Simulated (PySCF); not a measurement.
Potential energy of SnN along the bond

Set-up: PySCF, scalar-relativistic core potentials, basis sets Sn cc-pVTZ-PP with ECP28, N cc-pVTZ. Energies in eV from Sn + N in their ground configurations at the same level. State: ²Π (doublet), unpaired electrons π ↑.

All columns are PBE0. A positive dipole means Sn(−)N(+).

| R (Å) | E (eV) | μ (D) | Mulliken charge on Sn (basis-dependent) | HOMO (eV) | LUMO (eV) | Mayer bond order | ⟨S²⟩ |
| --- | --- | --- | --- | --- | --- | --- | --- |
| 1.691 | -1.266 | -2.60 | 0.32 | -6.51 | -4.47 | 2.28 | 0.76 |
| 1.769 | -2.013 | -2.88 | 0.34 | -6.56 | -4.27 | 2.24 | 0.77 |
| 1.848 | -2.404 | -3.11 | 0.36 | -6.57 | -4.10 | 2.19 | 0.78 |
| 1.907 | -2.530 | -3.25 | 0.38 | -6.40 | -4.00 | 2.13 | 0.81 |
| 1.966 | -2.556 | -3.31 | 0.39 | -6.16 | -3.92 | 2.05 | 0.88 |
| 2.025 | -2.513 | -3.30 | 0.39 | -5.96 | -3.87 | 1.92 | 0.99 |
| 2.104 | -2.392 | -3.22 | 0.38 | -5.77 | -3.80 | 1.73 | 1.14 |
| 2.202 | -2.184 | -3.13 | 0.37 | -5.61 | -3.74 | 1.51 | 1.32 |
| 2.320 | -1.899 | -3.09 | 0.36 | -5.51 | -3.68 | 1.30 | 1.48 |
| 2.477 | -1.511 | -3.09 | 0.34 | -5.45 | -3.63 | 1.10 | 1.65 |

A fit through these points gives, at Re = 1.955 Å, μ = -3.30 D and dμ/dR = -0.571 D/Å; the reduced mass is 12.54 u.

Task: How strong is the fundamental in the double-harmonic approximation, I = 42.26·(dμ/dR)²/μred km/mol?

Result: I = 42.26·(-0.571)²/12.54 = 1.10 km/mol at PBE0.

⟨S²⟩ of the unrestricted solution departs from its pure value on part of the curve, where spin states mix. Spin–orbit coupling is left out, which matters for elements this heavy, above all for dissociation energies. The state was picked by a PBE0 search and need not be the measured ground state.
